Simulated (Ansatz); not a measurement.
Nudged elastic band run: FH$_{7}$OW

Input file:

```yaml
crystal:
  periodic: [false, false, false]
  atoms:
    - { symbol: W, position_ang: [0.049634, 0.062689, 0.114503] }
    - { symbol: F, position_ang: [-0.048844, -0.19279, 1.968408] }
    - { symbol: H, position_ang: [1.528204, -0.918895, 0.326853] }
    - { symbol: H, position_ang: [-0.999928, 1.455823, 0.513403] }
    - { symbol: H, position_ang: [-1.604307, -0.33972, -0.094404] }
    - { symbol: H, position_ang: [-0.264733, -1.595792, -0.186527] }
    - { symbol: O, position_ang: [0.448532, 0.605339, -1.598798] }
    - { symbol: H, position_ang: [0.821545, 1.022861, -2.394781] }
    - { symbol: H, position_ang: [1.747968, 1.281242, 0.780343] }
    - { symbol: H, position_ang: [1.15413, 1.812244, 0.821101] }
basis:
  gaussian: { orbitals: def2-SVP }
hamiltonian:
  xc: blyp
neb:
  order_check: false
  images: 9
  f_tol: 0.05
  max_iterations: 60
  final_atoms:
    - { symbol: W, position_ang: [0.28657257, 0.22820692, -0.35748638] }
    - { symbol: F, position_ang: [0.03618041, 0.11764948, 2.23961625] }
    - { symbol: H, position_ang: [1.5639746, -0.60906077, 0.39968686] }
    - { symbol: H, position_ang: [-0.5567636, 1.56830832, 0.29044717] }
    - { symbol: H, position_ang: [-1.36557896, -0.07106163, -0.03605384] }
    - { symbol: H, position_ang: [-0.08531602, -1.38292455, 0.04875809] }
    - { symbol: O, position_ang: [0.60964873, 0.3422701, -2.18678404] }
    - { symbol: H, position_ang: [0.30603274, 0.95666192, -2.88394106] }
    - { symbol: H, position_ang: [1.31220858, 1.27475992, 0.57340398] }
    - { symbol: H, position_ang: [0.72524196, 0.76819129, 2.16245397] }
  initial_path:
    images:
      - { positions_ang: [[0.049634, 0.062689, 0.114503], [-0.048844, -0.19279, 1.968408], [1.528204, -0.918895, 0.326853], [-0.999928, 1.455823, 0.513403], [-1.604307, -0.33972, -0.094404], [-0.264733, -1.595792, -0.186527], [0.448532, 0.605339, -1.598798], [0.821545, 1.022861, -2.394781], [1.747968, 1.281242, 0.780343], [1.15413, 1.812244, 0.821101]] }
      - { positions_ang: [[0.04025894, 0.05041988, 0.08558353], [-0.05809172, -0.17815754, 2.00760583], [1.56677143, -0.73422118, 0.27081995], [-0.80085964, 1.50840607, 0.42357227], [-1.62655036, -0.27213346, -0.09689849], [-0.20976569, -1.6198439, -0.17410922], [0.37663298, 0.50587479, -1.67208578], [0.78281961, 1.00203171, -2.3627183], [1.65731405, 1.29490131, 0.77235935], [1.10367139, 1.63572331, 0.99597186]] }
      - { positions_ang: [[0.03088387, 0.03815077, 0.05666406], [-0.06733943, -0.16352507, 2.04680367], [1.60533887, -0.54954735, 0.21478689], [-0.60179127, 1.56098914, 0.33374155], [-1.64879372, -0.20454691, -0.09939298], [-0.15479838, -1.6438958, -0.16169144], [0.30473396, 0.40641057, -1.74537356], [0.74409422, 0.98120242, -2.33065561], [1.5666601, 1.30856062, 0.7643757], [1.05321279, 1.45920263, 1.17084271]] }
      - { positions_ang: [[0.02150881, 0.02588165, 0.02774458], [-0.07658715, -0.14889261, 2.0860015], [1.6439063, -0.36487353, 0.15875384], [-0.40272291, 1.6135722, 0.24391082], [-1.67103708, -0.13696037, -0.10188747], [-0.09983107, -1.6679477, -0.14927365], [0.23283494, 0.30694636, -1.81866133], [0.70536883, 0.96037312, -2.29859291], [1.47600615, 1.32221993, 0.75639205], [1.00275418, 1.28268194, 1.34571357]] }
      - { positions_ang: [[0.01213375, 0.01361253, -0.00117489], [-0.08583486, -0.13426015, 2.12519934], [1.68247374, -0.18019971, 0.10272079], [-0.20365455, 1.66615527, 0.1540801], [-1.69328044, -0.06937383, -0.10438196], [-0.04486376, -1.6919996, -0.13685587], [0.16093591, 0.20748215, -1.89194911], [0.66664343, 0.93954383, -2.26653021], [1.3853522, 1.33587924, 0.7484084], [0.95229557, 1.10616126, 1.52058443]] }
      - { positions_ang: [[0.00275869, 0.00134342, -0.03009436], [-0.09508258, -0.11962768, 2.16439717], [1.72104117, 0.00447412, 0.04668774], [-0.00458618, 1.71873834, 0.06424937], [-1.7155238, -0.00178728, -0.10687645], [0.01010355, -1.7160515, -0.12443809], [0.08903689, 0.10801793, -1.96523689], [0.62791804, 0.91871454, -2.23446752], [1.29469825, 1.34953855, 0.74042475], [0.90183697, 0.92964057, 1.69545529]] }
      - { positions_ang: [[0.05952146, 0.04671612, -0.09557276], [-0.06882998, -0.07217225, 2.17944099], [1.68962786, -0.11823286, 0.11728756], [-0.11502167, 1.68865233, 0.10948893], [-1.64553483, -0.01564215, -0.09271193], [-0.00898036, -1.64942611, -0.08979885], [0.19315926, 0.15486837, -2.00954632], [0.56354098, 0.92630401, -2.36436222], [1.29820032, 1.33458283, 0.70702059], [0.86651796, 0.89735072, 1.78885502]] }
      - { positions_ang: [[0.11628424, 0.09208882, -0.16105117], [-0.04257738, -0.02471682, 2.1944848], [1.65821454, -0.24093984, 0.18788739], [-0.22545715, 1.65856633, 0.15472849], [-1.57554587, -0.02949702, -0.07854741], [-0.02806427, -1.58280072, -0.05515962], [0.29728163, 0.2017188, -2.05385575], [0.49916392, 0.93389349, -2.49425693], [1.30170238, 1.3196271, 0.67361644], [0.83119896, 0.86506086, 1.88225476]] }
      - { positions_ang: [[0.17304701, 0.13746152, -0.22652957], [-0.01632479, 0.02273861, 2.20952862], [1.62680123, -0.36364682, 0.25848721], [-0.33589264, 1.62848033, 0.19996805], [-1.5055569, -0.04335189, -0.06438289], [-0.04714819, -1.51617533, -0.02052038], [0.40140399, 0.24856923, -2.09816518], [0.43478686, 0.94148297, -2.62415164], [1.30520445, 1.30467137, 0.64021228], [0.79587996, 0.83277101, 1.9756545]] }
      - { positions_ang: [[0.22980979, 0.18283422, -0.29200798], [0.00992781, 0.07019405, 2.22457243], [1.59538791, -0.48635379, 0.32908704], [-0.44632812, 1.59839433, 0.24520761], [-1.43556793, -0.05720676, -0.05021836], [-0.0662321, -1.44954994, 0.01411886], [0.50552636, 0.29541967, -2.14247461], [0.3704098, 0.94907244, -2.75404635], [1.30870652, 1.28971565, 0.60680813], [0.76056096, 0.80048115, 2.06905423]] }
      - { positions_ang: [[0.28657257, 0.22820692, -0.35748638], [0.03618041, 0.11764948, 2.23961625], [1.5639746, -0.60906077, 0.39968686], [-0.5567636, 1.56830832, 0.29044717], [-1.36557896, -0.07106163, -0.03605384], [-0.08531602, -1.38292455, 0.04875809], [0.60964873, 0.3422701, -2.18678404], [0.30603274, 0.95666192, -2.88394106], [1.31220858, 1.27475992, 0.57340398], [0.72524196, 0.76819129, 2.16245397]] }
```

Launched with:

```bash
$ ansatz run input.yaml --threads 2 --pin off --max-ram 3072MiB --backend cpu --events-out ev --progress --plain --runs-dir out
```

Output, in part (warnings, iteration lines, the closing report on the highest movable image, with atoms numbered from 0):

```
NEB end point (image 0): max|allowed force component| = 1.655e-2 eV/Å (the criterion of neb.relax_end_points is 1.000e-2)
NEB end point (image 10): max|allowed force component| = 9.452e-3 eV/Å (the criterion of neb.relax_end_points is 1.000e-2)
NEB iter   1: max|band force component| = 6.661e0 eV/Å  barrier→ = 5.5666 eV  barrier← = 5.0358 eV  Δτ_max = 0.1972 Å  (483 SCF iters)
NEB iter   2: max|band force component| = 2.931e0 eV/Å  barrier→ = 3.6003 eV  barrier← = 3.0694 eV  Δτ_max = 0.2000 Å  (352 SCF iters)
NEB iter   3: max|band force component| = 2.109e0 eV/Å  barrier→ = 2.7803 eV  barrier← = 2.2495 eV  Δτ_max = 0.1994 Å  (349 SCF iters)
NEB iter   4: max|band force component| = 2.304e0 eV/Å  barrier→ = 1.7707 eV  barrier← = 1.2399 eV  Δτ_max = 0.0988 Å  (335 SCF iters)
NEB iter   5: max|band force component| = 1.348e0 eV/Å  barrier→ = 1.3044 eV  barrier← = 0.7736 eV  Δτ_max = 0.1007 Å  (318 SCF iters)
NEB iter   6: max|band force component| = 7.933e-1 eV/Å  barrier→ = 1.1077 eV  barrier← = 0.5769 eV  Δτ_max = 0.2000 Å  (318 SCF iters)
NEB iter   7: max|band force component| = 8.446e-1 eV/Å  barrier→ = 1.0642 eV  barrier← = 0.5334 eV  Δτ_max = 0.1006 Å  (308 SCF iters)
NEB iter   8: max|band force component| = 6.920e-1 eV/Å  barrier→ = 1.0187 eV  barrier← = 0.4879 eV  Δτ_max = 0.1011 Å  (319 SCF iters)
NEB iter   9: max|band force component| = 6.003e-1 eV/Å  barrier→ = 1.0546 eV  barrier← = 0.5238 eV  Δτ_max = 0.1009 Å  (318 SCF iters)
NEB iter  10: max|band force component| = 1.206e0 eV/Å  barrier→ = 1.1423 eV  barrier← = 0.6115 eV  Δτ_max = 0.0495 Å  (319 SCF iters)
NEB iter  11: max|band force component| = 3.978e-1 eV/Å  barrier→ = 1.1014 eV  barrier← = 0.5706 eV  CI = image 5  Δτ_max = 0.0892 Å  (298 SCF iters)
NEB iter  12: max|band force component| = 2.878e-1 eV/Å  barrier→ = 1.0625 eV  barrier← = 0.5317 eV  CI = image 5  Δτ_max = 0.0830 Å  (298 SCF iters)
NEB iter  13: max|band force component| = 2.541e-1 eV/Å  barrier→ = 1.0477 eV  barrier← = 0.5169 eV  CI = image 5  Δτ_max = 0.0861 Å  (296 SCF iters)
NEB iter  14: max|band force component| = 2.929e-1 eV/Å  barrier→ = 1.0462 eV  barrier← = 0.5154 eV  CI = image 5  Δτ_max = 0.0423 Å  (307 SCF iters)
NEB iter  15: max|band force component| = 1.683e-1 eV/Å  barrier→ = 1.0413 eV  barrier← = 0.5105 eV  CI = image 5  Δτ_max = 0.0426 Å  (298 SCF iters)
NEB iter  16: max|band force component| = 1.637e-1 eV/Å  barrier→ = 1.0357 eV  barrier← = 0.5049 eV  CI = image 5  Δτ_max = 0.0213 Å  (303 SCF iters)
NEB iter  17: max|band force component| = 1.087e-1 eV/Å  barrier→ = 1.0333 eV  barrier← = 0.5025 eV  CI = image 5  Δτ_max = 0.0213 Å  (310 SCF iters)
NEB iter  18: max|band force component| = 9.419e-2 eV/Å  barrier→ = 1.0311 eV  barrier← = 0.5002 eV  CI = image 5  Δτ_max = 0.0213 Å  (306 SCF iters)
NEB iter  19: max|band force component| = 6.931e-2 eV/Å  barrier→ = 1.0291 eV  barrier← = 0.4983 eV  CI = image 5  Δτ_max = 0.0213 Å  (308 SCF iters)
NEB iter  20: max|band force component| = 7.315e-2 eV/Å  barrier→ = 1.0275 eV  barrier← = 0.4967 eV  CI = image 5  Δτ_max = 0.0106 Å  (305 SCF iters)
NEB iter  21: max|band force component| = 6.414e-2 eV/Å  barrier→ = 1.0267 eV  barrier← = 0.4959 eV  CI = image 5  Δτ_max = 0.0106 Å  (314 SCF iters)
NEB iter  22: max|band force component| = 6.043e-2 eV/Å  barrier→ = 1.0261 eV  barrier← = 0.4953 eV  CI = image 5  Δτ_max = 0.0107 Å  (313 SCF iters)
NEB iter  23: max|band force component| = 6.638e-2 eV/Å  barrier→ = 1.0255 eV  barrier← = 0.4947 eV  CI = image 5  Δτ_max = 0.0106 Å  (314 SCF iters)
NEB iter  24: max|band force component| = 6.182e-2 eV/Å  barrier→ = 1.0249 eV  barrier← = 0.4941 eV  CI = image 5  Δτ_max = 0.0107 Å  (310 SCF iters)
NEB iter  25: max|band force component| = 5.859e-2 eV/Å  barrier→ = 1.0244 eV  barrier← = 0.4936 eV  CI = image 5  Δτ_max = 0.0053 Å  (301 SCF iters)
NEB iter  26: max|band force component| = 5.531e-2 eV/Å  barrier→ = 1.0242 eV  barrier← = 0.4934 eV  CI = image 5  Δτ_max = 0.0053 Å  (317 SCF iters)
NEB iter  27: max|band force component| = 4.209e-2 eV/Å  barrier→ = 1.0240 eV  barrier← = 0.4932 eV  CI = image 5  Δτ_max = 0.0053 Å  (283 SCF iters)
NEB iter  28: max|band force component| = 4.209e-2 eV/Å  barrier→ = 1.0238 eV  barrier← = 0.4930 eV  CI = image 5  Δτ_max = 0.0000 Å  (316 SCF iters)
Total energy: -6697.19301130 eV, -246.1173036447 hartree
Atom 0 at     0.226897     0.249497    -0.145702 Å, force     0.001005    -0.000995    -0.006413 eV/Å
Atom 1 at     0.066203     0.029777     2.000618 Å, force     0.003567    -0.001751     0.001432 eV/Å
Atom 2 at     1.555812    -0.722863     0.384738 Å, force     0.000096    -0.000140    -0.001227 eV/Å
Atom 3 at    -0.753736     1.544905     0.449313 Å, force     0.000623    -0.000572     0.001188 eV/Å
Atom 4 at    -1.430280    -0.131647    -0.016028 Å, force     0.000278     0.000039     0.000699 eV/Å
Atom 5 at    -0.121808    -1.417279    -0.055308 Å, force     0.000131     0.000296    -0.000655 eV/Å
Atom 6 at     0.444655     0.539149    -1.947079 Å, force    -0.014451     0.021712     0.007100 eV/Å
Atom 7 at     0.523128     0.781821    -2.884724 Å, force     0.011809    -0.017773    -0.002562 eV/Å
Atom 8 at     1.381364     1.392402     0.891144 Å, force    -0.000576    -0.000007    -0.000440 eV/Å
Atom 9 at     0.939965     0.927237     1.573130 Å, force    -0.002482    -0.000810     0.000878 eV/Å
Dipole moment:     0.294627     0.376958    -0.990475 e Å
```

The run converged. The band force fell under the threshold earlier too, but the program's further tests of the path sent the band on. A vibrational analysis at the climbing image gives one clearly imaginary mode, 808i cm⁻¹: a first-order saddle point. The orbitals stay closed-shell, which can raise the energy where a bond breaks towards radicals; this wasn't checked here.

Final band (atoms are numbered from 1 in the order of the input):

```tsv
image	path coordinate (Å)	energy (eV)	W1–F2 (Å)	W1–H10 (Å)	H9–H10 (Å)
0	0.00	0.00	1.87	2.19	0.80
1	0.42	0.03	1.88	2.21	0.79
2	0.85	0.17	1.88	2.27	0.78
3	1.27	0.32	1.90	2.21	0.77
4	1.70	0.66	1.98	2.04	0.80
5	2.12	1.02	2.16	1.98	0.94
6	2.35	0.87	2.27	2.06	1.12
7	2.59	0.67	2.40	2.20	1.31
8	2.82	0.58	2.51	2.36	1.48
9	3.05	0.54	2.59	2.51	1.64
10	3.28	0.53	2.61	2.61	1.77
```

Run time: 8.3 min on 2 threads of Arm Neoverse V1, with other jobs on the host, peak memory 0.14 GiB.
